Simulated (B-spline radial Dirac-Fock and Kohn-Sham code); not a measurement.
# Mo⁵⁺: scattering cross sections and density moments

System: Mo⁵⁺ in the configuration [Kr] 4d1.

Input of the calculation (task.json; shells as n, l, electrons):

```json
{"items": [{
  "Z": 42,
  "q": 5,
  "cfg": [[1, 0, 2], [2, 0, 2], [2, 1, 6], [3, 0, 2], [3, 1, 6], [3, 2, 10], [4, 0, 2], [4, 1, 6], [4, 2, 1]],
  "A": 98,
  "rrms": 4.4091,
  "do": ["scatter"],
  "s": [0.0, 0.05, 0.06, 0.07, 0.1, 0.12, 0.15, 0.2, 0.25, 0.32, 0.41, 0.52, 0.67, 0.85, 1.09, 1.39, 1.77, 2.25, 2.88, 3.67, 4.68, 5.97, 7.62],
  "pz": [0, 0.1, 0.15, 0.22, 0.32, 0.46, 0.68, 1.0, 1.5, 2.2, 3.2, 4.7, 6.8, 10.0, 15.0, 22.0, 32.0, 47.0, 68.0, 100.0, 150.0],
  "hv_scatter": [1000, 2000, 5000, 10000, 17479.3, 30000, 100000, 1000000]
}]}
```

Run with: `python xray_run.py task.json out`

Calculated with a radial B-spline solver, using Dirac-Fock densities.

* Sum of ⟨r⟩: 19.42 bohr
* Sum of ⟨r²⟩: 18.44 bohr²
* Sum of ⟨1/r⟩: 230.47 per bohr
* Langevin diamagnetic susceptibility: -14.6 × 10⁻⁶ cm³/mol
* Lamb shielding (α²/3)Σ⟨1/r⟩: 4091 ppm

Coherent scattering is the Thomson cross section weighted by f₀², without anomalous dispersion; incoherent scattering is Klein-Nishina weighted by S. The Lamb formula is the non-relativistic shielding expression. Electron correlation is left out.

```
hν (keV)  coherent (b)  incoherent (b)  incoherent per electron (b)
       1         889.6          0.2974                      0.00804
       2         832.8           1.062                       0.0287
       5         598.9           4.040                        0.109
      10         352.2           7.919                        0.214
 17.4793         186.2           11.41                        0.308
      30         87.92           14.49                        0.392
     100         12.23           16.36                        0.442
    1000        0.1519           7.779                        0.210
```

Incoherent scattering overtakes coherent scattering between 30 and 100 keV.
